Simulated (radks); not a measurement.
Values are calculated unless marked as measured or tabulated.
The nuclear charge of neutral boron is varied continuously with 5 electrons held in [He] 2s2 2p1. Level of theory: scalar-relativistic Kohn-Sham, r2SCAN, spin-polarised, spherical densities, finite nucleus; open shells are filled with parallel spins first; meta-GGA in the generalised Kohn-Sham scheme; Fermi nuclear charge, rms radius 2.406 fm (a radial shooting solver on a logarithmic mesh with Libxc functionals). By the Hellmann-Feynman theorem dE/dZ = E(electron-nucleus)/Z, the electronic potential at the nucleus (averaged over a nucleus of fixed radius). The scalar-relativistic energy here is not variational (the density holds large components alone), so the two differ by a part that grows with Z.

| Z | E (hartree) | E(electron-nucleus)/Z (hartree) | HOMO | e(HOMO) (eV) | <r> HOMO (bohr) |
|---|---|---|---|---|---|
| 4.8 | -22.40792 | -10.8285 | 2p | -2.174 | 2.527 |
| 4.9 | -23.50469 | -11.1064 | 2p | -3.062 | 2.374 |
| 5 | -24.62923 | -11.3840 | 2p | -4.029 | 2.242 |
| 5.1 | -25.78151 | -11.6613 | 2p | -5.073 | 2.127 |
| 5.2 | -26.96152 | -11.9384 | 2p | -6.192 | 2.026 |
| 5.3 | -28.16923 | -12.2153 | 2p | -7.385 | 1.935 |
| 5.4 | -29.40463 | -12.4921 | 2p | -8.652 | 1.853 |
| 5.5 | -30.66771 | -12.7688 | 2p | -9.992 | 1.779 |
| 5.6 | -31.95845 | -13.0454 | 2p | -11.403 | 1.711 |
| 5.7 | -33.27686 | -13.3220 | 2p | -12.887 | 1.648 |
| 5.8 | -34.62292 | -13.5985 | 2p | -14.441 | 1.591 |
| 5.9 | -35.99662 | -13.8749 | 2p | -16.067 | 1.537 |
| 6 | -37.39797 | -14.1513 | 2p | -17.764 | 1.488 |

The central difference of E at Z = 5 is -11.384 hartree, to compare with the third column; the second derivative is -2.77 hartree.
